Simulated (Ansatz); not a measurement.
Input file for Ansatz (an electronic-structure program): R-CAM-B3LYP/def2-TZVPPD on HBr (SMILES Br) with ghost functions. Files ending in .json are basis or fitting sets from the Basis Set Exchange.

Ansatz 0.2 input:
```yaml
crystal:
  periodic: [false, false, false]
  atoms:
    - {symbol: Br, position_ang: [-0.04213583, 0.92178150, 3.73986378]}
    - {symbol: H, position_ang: [-0.21401584, 0.81031548, 2.32466093]}
basis:
  gaussian:
    orbitals: def2-TZVPPD.json
    ghost_atoms:
      - {symbol: F, position_ang: [-0.36218514, 0.13536947, 0.36942273]}
      - {symbol: H, position_ang: [-0.22032105, -0.77429421, 0.26519966]}
hamiltonian:
  xc: {name: CAM-B3LYP}
scf: {lower_state_search: off}
```

Task: Predict the final total energy.

Result: -2574.8849 hartree.
